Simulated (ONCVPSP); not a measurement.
**Te: from the effect back to the setting (ONCV)**

Base potential:

tellurium (Te), optimised norm-conserving Vanderbilt (ONCV), made with ONCVPSP 4.0.1 (PBE, scalar-relativistic). Core [Kr], reference 4d10 5s1 5p5. Waves: 5s: rc 1.65 bohr, ncon 4, nbas 7, qcut 3.3 1/bohr, 2 projectors, debl 1.1 Ha; 5p: rc 1.70 bohr, ncon 5, nbas 9, qcut 5.8 1/bohr, 2 projectors, debl 3.7 Ha; 4d: rc 1.40 bohr, ncon 4, nbas 8, qcut 9 1/bohr, 2 projectors, debl 2 Ha. Local part: polynomial inside 1.10 bohr (lpopt 5, dvloc0 4 Ha). Core correction: Teter function, fcfact 5.5, rcfact 1.75.

Cutoffs, loose and tight: the cutoffs (Ha) at which the residual kinetic energy of the hardest occupied pseudo-wave falls to 1 and 0.1 mHa per electron. They do not see the model core or the augmentation charge, which bear on the density cutoff. Test errors are all-electron minus pseudo excitation energies from the reference, over the configurations 4d10 5s2 5p4; 4d10 5s2 5p3; 4d10 5s2 5p2; 4d10 5s1 5p4; variants that change the core or the reference have their own tests.

Only the fcfact is moved:

| fcfact | cutoff, loose | cutoff, tight | bound ghosts | largest test error (meV) | median size of the test errors |
| --- | --- | --- | --- | --- | --- |
| 1.5 | 52 Ha | 88 Ha | s, p | -7.3 | 2.6 meV |
| 2.1 | 52 Ha | 88 Ha | s, p | -8.3 | 3.0 meV |
| 3 | 52 Ha | 88 Ha | s, p | -10.0 | 3.6 meV |
| 3.5 | 52 Ha | 88 Ha | s, p | -11 | 3.9 meV |
| 5 | 52 Ha | 88 Ha | s, p | -14 | 5.0 meV |
| 5.7 | 52 Ha | 88 Ha | s, p | -15 | 5.4 meV |
| 6.5 | 52 Ha | 88 Ha | s, p | -16 | 5.9 meV |
| 7.1 | 52 Ha | 88 Ha | s, p | -18 | 6.3 meV |
| 7.5 | 52 Ha | 88 Ha | s, p | -18 | 6.5 meV |

Task: One more run gave cutoff, loose: 52 Ha; cutoff, tight: 88 Ha; bound ghosts: s, p; largest test error (meV): -12; median size of the test errors: 4.3 meV. Which value of the fcfact was used?

Result: 4.1. The median size of the test errors moves one way along this sweep, from 2.6 meV at 1.5 to 6.5 meV at 7.5, which places the run between 3.5 and 5.
